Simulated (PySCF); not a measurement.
**What each rung costs, and what it gives**

Saddle point of GeNH4F, closed shell (GeNH₄F ([NH2][GeH2][F]) → GeNH₃ ([NH][GeH2]) + HF; bonds formed: F2–H4; bonds broken: Ge1–F2, N3–H4), PBE0-D4/def2-TZVP structure:

```
7
angstrom
Ge -0.5966 -0.2704 0.4252
F 1.6841 -0.5096 0.0175
N -0.2521 0.5958 -1.0354
H 1.1632 0.0416 -0.6713
H -0.7618 -1.7866 0.3656
H -0.8997 0.3272 1.8133
H -0.3370 1.6021 -0.9149
```

Barriers are electronic and count from the start structure reached by relaxing down the imaginary mode.

PySCF 2.14 with density fitting (its default auxiliary sets; JK sets also for MP2 and CCSD(T)); basis: as named in each row; cores frozen in the correlated methods. Filled d shells of the heavier atoms are correlated. The def2 sets are not built for correlating such inner shells, so the correlated values are less sure here. B3LYP uses VWN-RPA correlation. Extrapolation: Hartree–Fock as exp(−7.88 √X), correlation as X^−2.97.

Times are rough, for one single point on 4 threads of a shared host (Oxide Virtual Turin-like).

The estimate by CCSD(T) at an estimated basis limit (MP2 extrapolated from triple and quadruple zeta, plus CCSD(T) − MP2 in triple zeta) is 65.78 kcal/mol.

```
   method       basis  time (s)  barrier (kcal/mol)  method less estimate
       HF      STO-3G   under 1              104.98                 39.19
 B3LYP-D4       6-31G         3               72.48                  6.70
  PBE0-D4    def2-SVP         4               64.45                 -1.33
      MP2  def2-QZVPP         4               65.38                 -0.40
   PBE-D4    def2-SVP         4               57.55                 -8.23
    SPW92  def2-TZVPP         5               56.86                 -8.93
 BHLYP-D4  def2-TZVPP         6               71.98                  6.20
  PBE0-D4  def2-TZVPP         7               64.88                 -0.90
 B3LYP-D4  def2-TZVPP         7               64.20                 -1.58
   PBE-D4  def2-TZVPP         8               57.95                 -7.84
r2SCAN-D4  def2-TZVPP        10               64.23                 -1.55
  CCSD(T)    def2-SVP        18               66.77                  0.99
  CCSD(T)  def2-TZVPP       150               66.75                  0.97
  wB97M-V  def2-TZVPP       180               66.47                  0.69
```

All methods are single points on the PBE0-D4 structures.

No T1 diagnostic of these runs exceeds 0.019. The restricted Hartree–Fock reference is unstable towards an unrestricted one at one or more of these structures.

Labels in which every atom is bracketed show which atoms are joined, not bond orders.
